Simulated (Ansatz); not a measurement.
Geometry optimisation, RKS B3LYP-D4/6-31G* (Ansatz).

input.yaml

```yaml
crystal:
  periodic: [false, false, false]
  atoms:
    - { symbol: O, position_ang: [0.0629, -1.3064, -1.2823] }
    - { symbol: C, position_ang: [0.0556, -0.2901, -0.277] }
    - { symbol: Si, position_ang: [1.6788, 0.0694, 0.5102] }
    - { symbol: C, position_ang: [-1.0357, 0.3146, 0.0239] }
    - { symbol: O, position_ang: [-2.2424, -0.0869, -0.684] }
    - { symbol: S, position_ang: [-1.3599, 1.5396, 1.2206] }
    - { symbol: H, position_ang: [0.9394, -1.6187, -1.4258] }
    - { symbol: H, position_ang: [2.7339, -0.8107, -0.1494] }
    - { symbol: H, position_ang: [1.6997, -0.2482, 2.0124] }
    - { symbol: H, position_ang: [2.1389, 1.4717, 0.3134] }
    - { symbol: H, position_ang: [-1.9351, -0.7636, -1.2681] }
    - { symbol: H, position_ang: [-0.31507, 0.96571, 0.51872] }
basis:
  gaussian: { orbitals: "6-31G*" }
hamiltonian:
  xc: b3lyp
  dispersion: d4
relax:
  f_tol: 0.02
  max_steps: 50
output:
  orbitals: {}
```

Run as:

```bash
$ ansatz run input.yaml --threads 2 --pin off --max-ram 3072MiB --backend cpu --events-out ev --progress --plain --runs-dir out
```

**Question.** Where does it end, and by what steps?

**Answer.** The forces met the threshold. The force dipped under the threshold on the way, but the program's further checks kept it going. After 26 steps the energy has fallen by 4.288 eV; H12 moved furthest, 2.03 Å. The start is strongly strained (largest force component 10 eV/Å), so its close contacts needn't be bonds. Parted: C4–H12.

| step | energy less start (eV) | largest force component (eV/Å) | accepted |
| --- | --- | --- | --- |
| 0 | 0.0000 | 9.950 | yes |
| 1 | -1.3769 | 4.777 | yes |
| 2 | -2.3283 | 2.610 | yes |
| 3 | -2.9145 | 1.765 | yes |
| 4 | -3.4153 | 1.707 | yes |
| 5 | -3.8041 | 1.279 | yes |
| 6 | -4.0118 | 0.922 | yes |
| 7 | -4.1078 | 0.672 | yes |
| 8 | -4.1619 | 0.303 | yes |
| 9 | -4.1893 | 0.143 | yes |
| 10 | -4.2064 | 0.539 | yes |
| 11 | -4.2258 | 0.687 | yes |
| 12 | -4.2542 | 0.240 | yes |
| 13 | -4.2698 | 0.318 | yes |
| 14 | -4.2764 | 0.276 | yes |
| 15 | -4.2819 | 0.077 | yes |
| 16 | -4.2828 | 0.028 | yes |
| 17 | -4.2836 | 0.035 | yes |
| 18 | -4.2845 | 0.195 | yes |
| 19 | -4.2852 | 0.127 | yes |
| 20 | -4.2855 | 0.057 | yes |
| 21 | -4.2865 | 0.048 | yes |
| 22 | -4.2870 | 0.039 | yes |
| 23 | -4.2873 | 0.053 | yes |
| 24 | -4.2876 | 0.035 | yes |
| 25 | -4.2879 | 0.014 | yes |
| 26 | -4.2880 | 0.012 | yes |

```xyz
12
Properties=species:S:1:pos:R:3
O -0.002 -1.608 -0.966
C 0.201 -0.446 -0.189
Si 1.884 -0.187 0.580
C -0.921 0.292 -0.042
O -2.070 0.004 -0.703
S -1.050 1.611 1.130
H 0.756 -1.721 -1.561
H 2.848 -0.808 -0.377
H 2.052 -0.879 1.887
H 2.207 1.250 0.735
H -1.853 -0.766 -1.267
H -1.629 2.495 0.286
```

Whether the end is a true minimum wasn't checked by a vibrational analysis.

Time of the run: 110 s on 2 threads of Arm Neoverse V1, with other jobs on the host, peak memory 0.26 GiB.
